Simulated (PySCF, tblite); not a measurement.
Species: C8H15P.
Bonds: C1–C2, C2–P3 (double), P3–C4, C4–C5, C4–C6, C4–C7, P3–C8, C8–C9 (double), P3–C9. Hydrogens: H10, H11, H12 on C1; H13 on C2; H14, H15, H16 on C5; H17, H18, H19 on C6; H20, H21, H22 on C7; H23 on C8; H24 on C9.

Computed geometry: GFN2-xTB, gas phase.

What internal coordinates does the optimisation give?

```json
{"bond": "C1–C2", "length (bohr)": "2.854"}
{"bond": "C2=P3", "length (bohr)": "3.250"}
{"bond": "P3–C4", "length (bohr)": "3.529"}
{"bond": "C4–C5, C4–C6, C4–C7", "length (bohr)": "2.881"}
{"bond": "P3–C8", "length (bohr)": "3.511"}
{"bond": "C8=C9", "length (bohr)": "2.536"}
{"bond": "P3–C9", "length (bohr)": "3.385"}
{"bond": "C1–H10, C1–H11, C1–H12", "length (bohr)": "2.062"}
{"bond": "C2–H13", "length (bohr)": "2.059"}
{"bond": "C5–H14 and 8 like bonds", "length (bohr)": "2.057"}
{"bond": "C8–H23, C9–H24", "length (bohr)": "2.033"}
```

Bonds in one row agree within 0.02 bohr and their mean is given. A selection of angles:
```json
{"angle": "C2–C1–H10", "degrees": "108.4"}
{"angle": "C2–C1–H11", "degrees": "110.3"}
{"angle": "C2–C1–H12", "degrees": "114.2"}
{"angle": "H10–C1–H11", "degrees": "108.2"}
{"angle": "C1–C2–P3", "degrees": "116.5"}
{"angle": "C1–C2–H13", "degrees": "113.4"}
{"angle": "P3–C2–H13", "degrees": "111.4"}
{"angle": "C2–P3–C4", "degrees": "112.3"}
{"angle": "C2–P3–C8", "degrees": "137.6"}
{"angle": "C2–P3–C9", "degrees": "118.1"}
{"angle": "C4–P3–C8", "degrees": "110.1"}
{"angle": "C8–P3–C9", "degrees": "43.1"}
{"angle": "P3–C4–C5", "degrees": "106.6"}
{"angle": "P3–C4–C6", "degrees": "109.5"}
{"angle": "C5–C4–C6", "degrees": "111.4"}
{"angle": "C4–C5–H14", "degrees": "110.4"}
{"angle": "C4–C5–H15", "degrees": "110.6"}
{"angle": "H14–C5–H15", "degrees": "108.6"}
{"angle": "H17–C6–H18", "degrees": "108.4"}
{"angle": "P3–C8–C9", "degrees": "65.8"}
{"angle": "P3–C8–H23", "degrees": "156.8"}
{"angle": "C9–C8–H23", "degrees": "136.8"}
{"angle": "P3–C9–C8", "degrees": "71.1"}
{"angle": "P3–C9–H24", "degrees": "150.6"}
```

Dihedral angles: C1–C2–P3–C4 162° (antiperiplanar); C2–P3–C4–C5 -74° (synclinal); C2–P3–C8–C9 82° (synclinal); C2–P3–C9–C8 -131° (anticlinal). The mirror-image conformer, all signs reversed, is as good.

The 3-membered ring P3–C8–C9 has internal angles of 43.1° to 71.1°. P3 (phosphorus bonded to 4 C) has angles from 43.1° to 137.6°. Of the pairs four or more bonds apart, C8···H18 is among the closest relative to their van der Waals radii: 2.71 Å, 94 % of the sum of Bondi's values. The C–P distances run from 1.720 Å (C2=P3, drawn double) to 1.867 Å (P3–C4, drawn single), a spread of 0.147 Å. The C–C distances run from 1.342 Å (C8=C9, drawn double) to 1.526 Å (C4–C5, drawn single), a spread of 0.184 Å.

Point group: C1 (no symmetry element, even within 0.4 Å). Its GFN2-xTB frequencies are all real (lowest 30 cm⁻¹).
